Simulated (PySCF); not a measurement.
Gas-phase reaction: 2 SnI2 + 2 Cl → SnCl2 + SnI4, at 1000 K and a standard pressure of 1 bar. Level: B3LYP/def2-TZVP†.

Computed with PySCF and rigid-rotor harmonic-oscillator thermochemistry at 1 bar. † marks an energy on the PBE0/def2-TZVP geometry and frequencies. Open shells (unrestricted): Cl (multiplicity 2, electronic degeneracy 6); the rest are closed-shell singlets. Spin-orbit splitting is ignored; it lowers the true energy and changes the entropy of Cl. B3LYP is the form with VWN-RPA correlation. I, Sn: scalar-relativistic def2 core potential, no spin-orbit coupling. The harmonic model lacks anharmonicity and excited electronic states, which grow with temperature; levels with a mode under 35 cm⁻¹ are left out. Soft modes under 120 cm⁻¹ make the harmonic entropy rough for SnI2, SnCl2, SnI4.

```tsv
species	E (Ha)	H(1000 K) − E (kJ/mol)	S°(1000 K) (J/mol/K)
SnI2	-810.10201	58.3	414.8
Cl	-460.16699	20.8	193.4
SnCl2	-1134.95082	58.6	374.6
SnI4	-1405.77639	108.4	577.2
```
E: electronic energy; H − E holds the zero-point and thermal terms. 1 Ha = 2625.5 kJ/mol.

Question: Work out ΔH°, ΔS°, ΔG° and log10 K from these numbers.

Answer: 1. ΔE = 1×(-1134.95082) + 1×(-1405.77639) − 2×(-810.10201) − 2×(-460.16699) = -0.18921 Ha = -496.8 kJ.
2. Δ(H − E) = 1×(58.6) + 1×(108.4) − 2×(58.3) − 2×(20.8) = 8.8 kJ, so ΔH° = -488.0 kJ.
3. ΔS° = 1×(374.6) + 1×(577.2) − 2×(414.8) − 2×(193.4) = -264.6 J/K; the number of gas molecules changes by -2.
4. ΔG° = ΔH° − TΔS° = -488.0 − 1000×(-264.6)/1000 = -223.4 kJ.
5. log10 K = −ΔG°/(RT ln 10) = 11.67, with RT ln 10 = 19.14 kJ/mol; at standard pressures the products are favoured.
6. A shift of 10 kJ in ΔE would move log10 K by 0.52 here.
For scale, ΔH°(298 K) is -493 kJ at this level, -569 kJ at ωB97M-V/def2-TZVP†, and runs from -643 to -367 kJ over the 17 levels computed.
